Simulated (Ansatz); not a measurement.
**Question.** Name a neutral molecule of B, C, N with HOMO energy (ωB97M-V/def2-TZVPP) between -13.60 and -13.30 eV and LUMO energy (ωB97M-V/def2-TZVPP) between -3.45 and -3.15 eV (Ansatz, PBE0-D4/def2-TZVP geometry).

**Answer.** `N#CB(C#N)C#N` (-13.38 eV, -3.20 eV). Other molecules can fit too; these were computed, each in one conformer that needn't be the lowest.
